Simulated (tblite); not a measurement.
C7H11FSi.
SMILES with atom numbers: `[CH2:1]=[C:2]([F:3])[CH2:4][SiH2:5][CH2:6][C:7]#[C:8][CH3:9]` (hydrogens: H10, H11 on C1; H12, H13 on C4; H14, H15 on Si5; H16, H17 on C6; H18, H19, H20 on C9)

Computed with GFN2-xTB (tblite), gas phase: L-BFGS steps from a force-field or distance-geometry start until the largest atomic force falls under 0.01 eV/Å.

Step 24: E = -733.7620 eV
```
atom  x, y, z in Å  |  force x, y, z in eV/Å
C1     -2.0543    0.9780    1.3959    0.007  -0.013   0.012
C2     -2.3093    0.4741    0.2028    0.001  -0.018   0.027
F3     -3.3926   -0.3372    0.0579   -0.011   0.000  -0.024
C4     -1.5501    0.6429   -1.0555   -0.004   0.002   0.010
Si5    -0.7326   -0.9855   -1.6544    0.008  -0.005  -0.016
C6      0.3988   -1.7058   -0.2930   -0.014  -0.001  -0.006
C7      1.4093   -0.7783    0.1627   -0.019  -0.005  -0.012
C8      2.2502   -0.0142    0.5444    0.013   0.005   0.016
C9      3.2813    0.8778    1.0329    0.007   0.008   0.004
H10    -2.6864    0.7666    2.2391   -0.002  -0.016   0.008
H11    -1.2063    1.6145    1.5564    0.019   0.006  -0.020
H12    -2.2370    0.9732   -1.8359   -0.001   0.021  -0.003
H13    -0.7977    1.4152   -0.9144    0.011   0.006   0.002
H14     0.0417   -0.6304   -2.8503    0.003  -0.036   0.007
H15    -1.7602   -1.9857   -1.9620    0.002   0.026  -0.008
H16    -0.2026   -2.0162    0.5655   -0.018   0.012   0.009
H17     0.8927   -2.6006   -0.6789    0.007  -0.005   0.007
H18     3.8240    0.4043    1.8512    0.010   0.001   0.010
H19     2.8399    1.8053    1.3968   -0.018   0.011  -0.003
H20     3.9859    1.1128    0.2356   -0.002   0.001  -0.019
```

Step 25: E = -733.7623 eV
```
atom  x, y, z in Å  |  force x, y, z in eV/Å
C1     -2.0530    0.9763    1.3958    0.003  -0.015   0.012
C2     -2.3080    0.4739    0.2018    0.000  -0.020   0.038
F3     -3.3915   -0.3373    0.0559   -0.005   0.003  -0.020
C4     -1.5488    0.6432   -1.0567   -0.017   0.016   0.027
Si5    -0.7320   -0.9857   -1.6541   -0.001   0.009  -0.015
C6      0.3977   -1.7056   -0.2921   -0.010   0.000  -0.004
C7      1.4089   -0.7794    0.1639   -0.024  -0.001  -0.015
C8      2.2492   -0.0143    0.5447    0.029   0.019   0.022
C9      3.2806    0.8783    1.0323    0.009   0.010   0.005
H10    -2.6846    0.7631    2.2394    0.002  -0.013  -0.005
H11    -1.2059    1.6139    1.5580    0.016  -0.001  -0.026
H12    -2.2363    0.9750   -1.8358    0.002   0.015  -0.009
H13    -0.7974    1.4161   -0.9146    0.021   0.006   0.000
H14     0.0419   -0.6328   -2.8497    0.014  -0.031  -0.008
H15    -1.7609   -1.9835   -1.9611   -0.008   0.012  -0.010
H16    -0.2046   -2.0149    0.5656   -0.022   0.006   0.017
H17     0.8913   -2.6003   -0.6777    0.010  -0.019   0.005
H18     3.8238    0.4050    1.8508    0.006   0.006   0.004
H19     2.8393    1.8063    1.3961   -0.015   0.001  -0.007
H20     3.9851    1.1133    0.2345   -0.009  -0.003  -0.013
```

Step 26: E = -733.7626 eV
```
atom  x, y, z in Å  |  force x, y, z in eV/Å
C1     -2.0511    0.9738    1.3960   -0.001  -0.017   0.011
C2     -2.3063    0.4733    0.2011   -0.001  -0.015   0.035
F3     -3.3902   -0.3374    0.0531    0.004   0.006  -0.012
C4     -1.5473    0.6439   -1.0578   -0.024   0.029   0.038
Si5    -0.7312   -0.9857   -1.6539   -0.012   0.027  -0.007
C6      0.3962   -1.7055   -0.2910   -0.001   0.002   0.002
C7      1.4082   -0.7804    0.1654   -0.022   0.011  -0.014
C8      2.2480   -0.0142    0.5452    0.034   0.024   0.023
C9      3.2797    0.8792    1.0317    0.007   0.007   0.005
H10    -2.6823    0.7580    2.2396    0.006  -0.009  -0.014
H11    -1.2050    1.6130    1.5595    0.008  -0.013  -0.030
H12    -2.2353    0.9776   -1.8360    0.005   0.006  -0.008
H13    -0.7964    1.4173   -0.9149    0.025   0.002   0.000
H14     0.0424   -0.6366   -2.8490    0.028  -0.023  -0.027
H15    -1.7619   -1.9802   -1.9602   -0.021  -0.004  -0.014
H16    -0.2077   -2.0130    0.5661   -0.020   0.001   0.020
H17     0.8894   -2.6003   -0.6762    0.009  -0.028   0.008
H18     3.8236    0.4062    1.8503    0.001   0.013  -0.005
H19     2.8382    1.8077    1.3952   -0.010  -0.012  -0.010
H20     3.9838    1.1140    0.2329   -0.017  -0.006  -0.003
```

Step 27: E = -733.7630 eV
```
atom  x, y, z in Å  |  force x, y, z in eV/Å
C1     -2.0483    0.9699    1.3965   -0.004  -0.016   0.009
C2     -2.3039    0.4721    0.2004   -0.002  -0.002   0.019
F3     -3.3884   -0.3374    0.0489    0.012   0.007   0.002
C4     -1.5454    0.6457   -1.0588   -0.021   0.037   0.039
Si5    -0.7304   -0.9852   -1.6537   -0.023   0.041   0.003
C6      0.3939   -1.7054   -0.2893    0.009   0.004   0.010
C7      1.4072   -0.7815    0.1674   -0.012   0.027  -0.007
C8      2.2466   -0.0140    0.5463    0.026   0.016   0.017
C9      3.2787    0.8806    1.0308    0.001   0.002   0.002
H10    -2.6789    0.7505    2.2398    0.008  -0.005  -0.014
H11    -1.2037    1.6114    1.5612    0.000  -0.028  -0.033
H12    -2.2336    0.9815   -1.8363    0.009  -0.005  -0.001
H13    -0.7946    1.4191   -0.9154    0.025  -0.003   0.004
H14     0.0438   -0.6424   -2.8487    0.041  -0.012  -0.045
H15    -1.7638   -1.9757   -1.9590   -0.033  -0.021  -0.017
H16    -0.2127   -2.0104    0.5671   -0.009  -0.003   0.016
H17     0.8867   -2.6008   -0.6739    0.003  -0.029   0.015
H18     3.8235    0.4081    1.8495   -0.003   0.022  -0.013
H19     2.8366    1.8096    1.3936   -0.003  -0.023  -0.012
H20     3.9818    1.1149    0.2305   -0.024  -0.009   0.007
```

Problem. Estimate the geometry and energy of step 28. (The exact step hangs on the optimiser's Hessian estimate; all steps are aligned on step 27, rigid shifts and turns removed.)

Solution. E = -733.7636 eV, largest force 0.071 eV/Å
```
atom  x, y, z in Å  |  force x, y, z in eV/Å
C1     -2.0446    0.9643    1.3974   -0.006  -0.012   0.004
C2     -2.3007    0.4705    0.1999   -0.006   0.016  -0.008
F3     -3.3857   -0.3375    0.0434    0.018   0.003   0.018
C4     -1.5432    0.6487   -1.0594   -0.007   0.037   0.025
Si5    -0.7298   -0.9837   -1.6535   -0.029   0.043   0.007
C6      0.3909   -1.7052   -0.2867    0.015   0.006   0.015
C7      1.4057   -0.7822    0.1699   -0.002   0.042   0.001
C8      2.2449   -0.0137    0.5479    0.005  -0.003   0.005
C9      3.2772    0.8826    1.0297   -0.007  -0.006  -0.002
H10    -2.6743    0.7401    2.2398    0.006   0.000  -0.006
H11    -1.2019    1.6087    1.5628   -0.004  -0.042  -0.031
H12    -2.2310    0.9866   -1.8368    0.012  -0.014   0.009
H13    -0.7917    1.4216   -0.9161    0.022  -0.006   0.012
H14     0.0463   -0.6506   -2.8490    0.047   0.000  -0.053
H15    -1.7670   -1.9698   -1.9577   -0.039  -0.031  -0.017
H16    -0.2195   -2.0070    0.5687    0.009  -0.005   0.007
H17     0.8830   -2.6019   -0.6703   -0.008  -0.020   0.027
H18     3.8234    0.4112    1.8482   -0.003   0.028  -0.015
H19     2.8343    1.8118    1.3912    0.003  -0.027  -0.011
H20     3.9786    1.1160    0.2274   -0.025  -0.009   0.014
```

The energy changes by -0.0006 eV. The first-order estimate −F·Δx gives -0.0008 eV and the mean of the old and new forces, exact on a quadratic surface, -0.0006 eV. The step makes an angle of 78° with the force vector and moves no atom by more than 0.011 Å.

What follows is the cost of the whole relaxation. Time: 0.78 s of wall time. Hardware: an Arm Neoverse V2 with one thread, no GPU, on a shared host.
